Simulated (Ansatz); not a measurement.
One change: `[SiH3]I` becomes `[GeH3][I]`.

Ansatz, PBE0-D4/def2-TZVP geometries, multiplicity 1. 

Elements past krypton have def2 core potentials. Scalar relativity is left out up to krypton.

```json
{"property": "size of the dipole moment (PBE/def2-TZVPP) / D", "`[SiH3]I`": "1.03"}
{"property": "ideal-gas entropy at 298 K and 1 bar (rigid rotor, harmonic PBE0-D4/def2-TZVP) / J/(mol·K)", "`[SiH3]I`": "271"}
{"property": "HOMO–LUMO gap (PBE0/def2-TZVPP) / eV", "`[SiH3]I`": "6.94"}
{"property": "HOMO–LUMO gap (ωB97M-V/def2-TZVPP) / eV", "`[SiH3]I`": "10.83"}
{"property": "size of the dipole moment (ωB97M-V/def2-TZVPP) / D", "`[SiH3]I`": "1.20"}
{"property": "HOMO–LUMO gap (PBE/def2-TZVPP) / eV", "`[SiH3]I`": "4.97"}
```

Problem. What does the change do to each property? (Estimate.)

Solution. Computed: 
```json
{"property": "size of the dipole moment (PBE/def2-TZVPP) / D", "`[GeH3][I]`": "1.48", "shift": "0.45"}
{"property": "ideal-gas entropy at 298 K and 1 bar (rigid rotor, harmonic PBE0-D4/def2-TZVP) / J/(mol·K)", "`[GeH3][I]`": "284", "shift": "13"}
{"property": "HOMO–LUMO gap (PBE0/def2-TZVPP) / eV", "`[GeH3][I]`": "6.52", "shift": "-0.42"}
{"property": "HOMO–LUMO gap (ωB97M-V/def2-TZVPP) / eV", "`[GeH3][I]`": "10.47", "shift": "-0.36"}
{"property": "size of the dipole moment (ωB97M-V/def2-TZVPP) / D", "`[GeH3][I]`": "1.65", "shift": "0.45"}
{"property": "HOMO–LUMO gap (PBE/def2-TZVPP) / eV", "`[GeH3][I]`": "4.54", "shift": "-0.43"}
```

With PBE0 the HOMO rises by 0.14 eV and the LUMO falls by 0.27 eV, so the gap narrows by about 0.41 eV. PBE moves the HOMO by 0.15 eV and ωB97M-V by 0.16 eV. Dipoles are sizes alone; their direction can turn.

Spin–orbit coupling is left out; it splits and shifts lone-pair levels of the heavy atoms by tenths of an eV.
